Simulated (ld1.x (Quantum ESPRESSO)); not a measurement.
## Logarithmic derivatives: tellurium, ultrasoft

```json
{"Element": "tellurium (Te)", "Generator": "ld1.x (Quantum ESPRESSO) 7.5", "Type": "ultrasoft", "Functional": "LDA (PZ)", "Relativity": "scalar-relativistic", "Frozen core": "[Kr]", "Valence charge": "16", "Reference configuration": "4d10 5s2 5p3.5 (charge +0.5)", "Partial waves": "5s (bound): rcut 1.55, rcutus 2.10 bohr; 5s channel at 0.8 Ry: rcut 1.55, rcutus 2.10 bohr; 5p (bound): rcut 1.40, rcutus 1.90 bohr; 5p channel at -0.25 Ry: rcut 1.40, rcutus 1.90 bohr; 4d (bound): rcut 1.35, rcutus 1.55 bohr; 4d channel at -1.1 Ry: rcut 1.35, rcutus 1.55 bohr; 4f channel at 0.05 Ry: rcut 1.70, rcutus 2.10 bohr; 4f channel at 1.6 Ry: rcut 1.70, rcutus 2.10 bohr", "Local potential": "all-electron potential smoothed inside 1.70 bohr (lloc = -1)", "Core correction": "a·sin(br)/r model core, default radius (core density twice the valence density)", "Augmentation charge": "PSQ, radius 1.50 bohr"}
```

The phase is arctan(r·u′/u) with u = r·R(r), unwrapped; energies in Ry, scanned from -5 to 5 Ry. A pole is an energy at which the radial function vanishes at the test radius. The pseudo phase is shifted by a multiple of π to meet the all-electron one at the reference energy, and phase errors are pseudo minus all-electron; the curves can meet again beyond the range given. Levels narrower than the energy grid can be missing from the lists of poles.

Question: For each channel, where are the poles, and over which energies does the pseudopotential scatter like the atom?

Answer:

```csv
channel,radius (bohr),reference energy (Ry),"poles, all-electron","poles, pseudo",unbroken range about the reference energy with phases within 0.05 rad,phase error 1 Ry above the reference energy (rad)
s,2.29,-1.43,0.45,0.45,the whole range,-0.000
p,2.29,-0.73,2.03,"1.85, 2.51",below 2.0,-0.000
d,2.29,-3.38,"-3.30, 4.78","-3.30, 4.70",the whole range,+0.000
f,2.29,0.05,2.31,2.32,below 3.6,+0.002
```

Phases in the p channel:

```tsv
E (Ry)	all-electron	pseudo
-5.00	1.338	1.337
-4.74	1.329	1.328
-4.48	1.318	1.317
-4.22	1.306	1.306
-3.96	1.293	1.292
-3.70	1.277	1.276
-3.44	1.258	1.258
-3.18	1.236	1.236
-2.92	1.209	1.209
-2.66	1.176	1.175
-2.40	1.132	1.132
-2.14	1.075	1.075
-1.88	0.995	0.995
-1.62	0.878	0.877
-1.36	0.694	0.694
-1.10	0.396	0.396
-0.84	-0.051	-0.051
-0.58	-0.533	-0.533
-0.32	-0.885	-0.885
-0.06	-1.103	-1.103
0.20	-1.240	-1.241
0.46	-1.333	-1.333
0.72	-1.399	-1.399
0.98	-1.448	-1.450
1.24	-1.487	-1.490
1.50	-1.519	-1.524
1.76	-1.546	-1.558
2.02	-1.570	-1.608
2.28	-1.591	-4.622
2.54	-1.610	-4.717
2.80	-1.629	-4.744
3.06	-1.646	-4.764
3.32	-1.664	-4.782
3.58	-1.682	-4.798
3.84	-1.700	-4.815
4.10	-1.720	-4.831
4.36	-1.741	-4.848
4.62	-1.765	-4.865
4.88	-1.792	-4.885
```
